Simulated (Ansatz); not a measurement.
Geometry optimisation, Ansatz, RKS r2SCAN-D4/STO-3G.

The input (input.yaml):

```yaml
crystal:
  periodic: [false, false, false]
  atoms:
    - { symbol: Si, position_ang: [-1.47315, 1.23842, -0.89269] }
    - { symbol: Si, position_ang: [-0.948, -0.80246, 0.00922] }
    - { symbol: C, position_ang: [0.96373, -0.96727, -0.1224] }
    - { symbol: "N", position_ang: [0.64442, -0.36294, 1.18883] }
    - { symbol: H, position_ang: [-2.30741, -1.10002, -0.36101] }
    - { symbol: H, position_ang: [-1.30633, 2.66124, -1.27982] }
    - { symbol: H, position_ang: [1.4073, -1.95204, -0.03872] }
    - { symbol: H, position_ang: [1.58734, -0.33681, -0.74477] }
    - { symbol: H, position_ang: [1.07152, 0.54244, 1.3519] }
    - { symbol: H, position_ang: [0.85126, -0.96468, 1.97813] }
total_charge: 1
basis:
  gaussian: { orbitals: STO-3G }
hamiltonian:
  xc: r2scan
  dispersion: d4
relax:
  f_tol: 0.02
  max_steps: 50
output:
  orbitals: {}
```

Command:

```bash
$ ansatz run input.yaml --threads 1 --pin off --max-ram 2048MiB --backend cpu --events-out ev --progress --plain --runs-dir out
```

Q: Where does it end, and by what steps?

A: It converged. Limits of this set-up: minimal basis, the dipole of an ion depends on the origin. After 15 steps the energy has fallen by 4.620 eV; H5 moved furthest, 0.99 Å.

| step | energy less start (eV) | largest force component (eV/Å) | accepted |
| --- | --- | --- | --- |
| 0 | 0.0000 | 4.321 | yes |
| 1 | -1.4653 | 2.597 | yes |
| 2 | -2.4515 | 2.158 | yes |
| 3 | -3.2403 | 2.372 | yes |
| 4 | -3.8548 | 1.571 | yes |
| 5 | -4.2747 | 0.930 | yes |
| 6 | -4.5128 | 1.009 | yes |
| 7 | -4.5845 | 0.577 | yes |
| 8 | -4.6000 | 0.256 | yes |
| 9 | -4.6116 | 0.283 | yes |
| 10 | -4.6181 | 0.085 | yes |
| 11 | -4.6192 | 0.073 | yes |
| 12 | -4.6199 | 0.068 | yes |
| 13 | -4.6202 | 0.028 | yes |
| 14 | -4.6203 | 0.035 | yes |
| 15 | -4.6203 | 0.006 | yes |

```xyz
10
Properties=species:S:1:pos:R:3
Si -1.676 1.426 -1.504
Si -0.880 -0.418 -0.275
C 0.900 -0.965 -0.244
N 0.445 -0.244 1.054
H -1.664 -1.524 0.252
H -0.914 2.288 -0.543
H 1.174 -2.012 -0.056
H 1.690 -0.402 -0.760
H 0.952 0.655 1.250
H 0.463 -0.847 1.914
```

Whether the end is a true minimum wasn't checked by a vibrational analysis.

Time of the run: 43 s on 1 thread of Arm Neoverse V2, on a shared host, peak memory 0.14 GiB.
